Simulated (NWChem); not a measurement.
System: SbH2Br; SMILES [Br][SbH2]

Parts of the log:

```
             Northwest Computational Chemistry Package (NWChem) 7.3.0
             --------------------------------------------------------

 CS  symmetry detected

                             Geometry "geometry" -> ""
                             -------------------------

 Output coordinates in angstroms (scale by  1.889725989 to convert to a.u.)

  No.       Tag          Charge          X              Y              Z
 ---- ---------------- ---------- -------------- -------------- --------------
    1 Sb                  51.0000     0.03637090    -1.00502969     0.00000000
    2 H                    1.0000    -1.17031722    -1.14400052     1.21561600
    3 H                    1.0000    -1.17031722    -1.14400052    -1.21561600
    4 Br                  35.0000     0.01387767     1.52984329     0.00000000

 Effective nuclear repulsion energy (a.u.)     415.9436238901

      Symmetry information
      --------------------

 Group name             Cs
 Group number              2
 Group order               2
 No. of unique centers     3

                                 NWChem DFT Module
                                 -----------------

 Summary of "ao basis" -> "ao basis" (spherical)
 ------------------------------------------------------------------------------
       Tag                 Description            Shells   Functions and Types
 ---------------- ------------------------------  ------  ---------------------
 Sb                         def2-svp                10       26   4s4p2d
 H                          def2-svp                 3        5   2s1p
 Br                         def2-svp                12       32   5s4p3d

      Symmetry analysis of basis
      --------------------------

        a'         45
        a"         23

            General Information
            -------------------
          SCF calculation type: DFT
          Wavefunction type:  closed shell.
          No. of atoms     :     4
          No. of electrons :    60
           Alpha electrons :    30
            Beta electrons :    30
          Charge           :     0
          Spin multiplicity:     1
          Use of symmetry is: off; symmetry adaption is: on
          Maximum number of iterations: 150
          AO basis - number of functions:    68
                     number of shells:    28
          Convergence on energy requested:  1.00D-06
          Convergence on density requested:  1.00D-05
          Convergence on gradient requested:  5.00D-04

[...]

                                NWChem TDDFT Module
                                -------------------

            General Information
            -------------------
           No. of orbitals :     136
            Alpha orbitals :      68
             Beta orbitals :      68
        Alpha frozen cores :       0
         Beta frozen cores :       0
     Alpha frozen virtuals :       0
      Beta frozen virtuals :       0
         Spin multiplicity :       1
    Number of AO functions :      68
        Use of symmetry is : off
      Symmetry adaption is : on
         Schwarz screening :  0.10D-07

              XC Information
              --------------
                 BHLYP Method XC Functional
              Hartree-Fock (Exact) Exchange   0.50
                 Slater Exchange Functional   0.50 local
             Becke 1988 Exchange Functional   0.50 non-local
       Lee-Yang-Parr Correlation Functional   1.00

             TDDFT Information
             -----------------
          Calculation type : TDDFT
         Wavefunction type : Restricted singlets & triplets
          No. of electrons :      60
           Alpha electrons :      30
            Beta electrons :      30
              No. of roots :       6
          Max subspacesize :    5200
            Max iterations :     100
               Target root :       1
           Target symmetry : none
      Symmetry restriction : off
                 Algorithm : Optimal
        Davidson threshold :  0.10D-03

    6 smallest eigenvalue differences (eV)
--------------------------------------------------------
  No. Spin  Occ  Vir  Irrep   E(Occ)    E(Vir)   E(Diff)
--------------------------------------------------------
    1    1   30   31 a'       -0.308    -0.035     7.428
    2    1   29   31 a"       -0.333    -0.035     8.121
    3    1   28   31 a'       -0.359    -0.035     8.822
    4    1   30   32 a"       -0.308     0.016     8.828
    5    1   29   32 a'       -0.333     0.016     9.520
    6    1   30   33 a'       -0.308     0.060    10.024
--------------------------------------------------------

  Entering Davidson iterations
  Restricted singlet excited states

  Iter   NTrls   NConv    DeltaV     DeltaE      Time
  ----  ------  ------  ---------  ---------  ---------
    1      6       0     0.14E+00   0.10+100        4.9
    2     18       0     0.41E-01   0.15E-01        6.8
    3     30       0     0.21E-01   0.19E-02        7.3
    4     42       0     0.54E-02   0.11E-03        6.7
    5     54       1     0.35E-01   0.16E-02        6.6
    6     63       4     0.68E-02   0.68E-03        5.8
    7     66       5     0.14E-02   0.23E-04        4.4
    8     68       5     0.26E-03   0.72E-06        4.1
    9     70       6     0.77E-04   0.13E-07        4.1
  ----  ------  ------  ---------  ---------  ---------
  Convergence criterion met

  Ground state a'      -2815.230652890856 a.u.

  ----------------------------------------------------------------------------
  Root   1 singlet a'             0.167139086 a.u.                4.5481 eV
  ----------------------------------------------------------------------------
     Transition Moments    X  0.06689   Y -0.55987   Z  0.00000
     Dipole Oscillator Strength                    0.0354256945
     Electric Quadrupole                           0.0000000184
     Magnetic Dipole                               0.0000005967
     Total Oscillator Strength                     0.0354263096

[...]
```

Level: BHandHLYP/def2-SVP with def2 effective core potentials on Sb, full TDDFT. Coordinates come from a PBE0/def2-SVP optimisation. def2 effective core potentials on Sb; no spin-orbit coupling.

### Question
Write an input that gives this output.

### Answer
Several could match; the one computed here: the input that was run:
```
start job
memory heap 200 mb stack 900 mb global 1100 mb
geometry units angstroms noautoz
  Sb     0.006222     0.953826     0.000000
  H     -1.204569     1.050750     1.215616
  H     -1.204569     1.050750    -1.215616
  Br     0.071893    -1.580296     0.000000
end
basis spherical
  Sb library def2-svp
  H library def2-svp
  Br library def2-svp
end
ecp
  Sb library def2-ecp
end
dft
  xc bhlyp
  iterations 150
end
tddft
  nroots 6
end
task tddft energy
```
